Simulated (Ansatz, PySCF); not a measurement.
Pair of molecules: H2S (SMILES S) (first 3 atoms) with C3H6 (SMILES C=CC); geometry from B3LYP-D3(BJ)/def2-TZVP, rigid monomers moved along the line of their centres of mass till H2···C4 is 3.03 Å.
(charge 0, multiplicity 1):
| atom | x (Å) | y (Å) | z (Å) |
|---|---|---|---|
| S | 0.1223 | 0.4633 | 0.7293 |
| H | 0.6505 | 0.1531 | 1.9271 |
| H | 1.2451 | 0.1330 | 0.0720 |
| C | 1.1410 | 0.1269 | 4.9216 |
| C | 0.0430 | -0.6124 | 4.8123 |
| C | -1.3300 | -0.0814 | 4.5524 |
| H | 1.1077 | 1.2072 | 4.8325 |
| H | 2.1092 | -0.3191 | 5.1100 |
| H | 0.1268 | -1.6917 | 4.9096 |
| H | -2.0141 | -0.3566 | 5.3600 |
| H | -1.3283 | 1.0053 | 4.4590 |
| H | -1.7440 | -0.5057 | 3.6330 |

Monomers are frozen at their geometry in the pair; levels with a basis set take the counterpoise correction.

Correlated levels freeze the cores.

Programs: Ansatz (a first-principles code); PySCF for the dispersion terms. Values without a source in brackets are computed.

PBE/def2-TZVPPD gives -56.8 meV for the interaction energy.

Predict the shift from PBE, with its sign, for: PBE-D3(BJ)/def2-TZVPPD, r2SCAN/def2-TZVPPD, PBE0/def2-TZVPPD, wB97M-V/def2-TZVPPD, MP2/aug-cc-pV(D+d)Z, CCSD(T)/aug-cc-pV(D+d)Z.

PBE-D3(BJ)/def2-TZVPPD -45.1; r2SCAN/def2-TZVPPD -12.4; PBE0/def2-TZVPPD 2.9; wB97M-V/def2-TZVPPD -24.5; MP2/aug-cc-pV(D+d)Z -29.1; CCSD(T)/aug-cc-pV(D+d)Z -17.1 meV. 1 of 6 lie above PBE; the widest gap is to PBE-D3(BJ)/def2-TZVPPD.
